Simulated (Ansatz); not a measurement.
Geometry optimisation, Ansatz, UKS PBE/def2-SVP.

input.yaml

```yaml
crystal:
  periodic: [false, false, false]
  atoms:
    - { symbol: Ta, position_ang: [-0.658285, -0.07427, 0.228773] }
    - { symbol: Cl, position_ang: [2.905887, -0.109499, -0.654405] }
    - { symbol: Cl, position_ang: [-0.002134, 0.055319, 2.436725] }
    - { symbol: O, position_ang: [0.500668, -0.217745, -1.299089] }
    - { symbol: H, position_ang: [0.259501, -0.25005, -2.250549] }
    - { symbol: Cl, position_ang: [-1.587957, 2.008937, -0.164048] }
    - { symbol: Cl, position_ang: [-1.736838, -2.116258, 0.077704] }
    - { symbol: F, position_ang: [4.454858, -0.006434, -0.282212] }
magnetization:
  spin_polarized: true
  initial_magnetization: 1
basis:
  gaussian: { orbitals: def2-SVP }
hamiltonian:
  xc: pbe
relax:
  f_tol: 0.03
  max_steps: 50
```

Launched with:

```bash
$ ansatz run input.yaml --threads 4 --pin off --max-ram 5120MiB --backend cpu --events-out ev --progress --plain --runs-dir out
```

Question: Where does it end, and by what steps?

Answer: The forces met the threshold. After 14 steps the energy has fallen by 0.144 eV; F8 moved furthest, 0.36 Å.

```csv
step,energy less start (eV),largest force component (eV/Å),accepted
0,0.0000,2.707,yes
1,-0.0844,1.367,yes
2,-0.0992,0.318,yes
3,-0.0993,0.347,yes
4,-0.1003,0.616,yes
5,-0.1322,0.358,yes
6,-0.1348,0.233,yes
7,-0.1384,0.127,yes
8,-0.1403,0.081,yes
9,-0.1418,0.123,yes
10,-0.1428,0.117,yes
11,-0.1431,0.088,yes
12,-0.1434,0.072,yes
13,-0.1436,0.035,yes
14,-0.1437,0.009,yes
```

```xyz
8
Properties=species:S:1:pos:R:3
Ta -0.755 -0.069 0.282
Cl 2.985 -0.099 -0.773
Cl -0.317 0.043 2.540
O 0.575 -0.202 -1.100
H 0.425 -0.250 -2.069
Cl -1.647 2.002 -0.226
Cl -1.803 -2.112 0.013
F 4.673 -0.024 -0.574
```

The run took 72 s on 4 threads of Arm Neoverse V1, with other jobs on the host, peak memory 0.3 GiB.
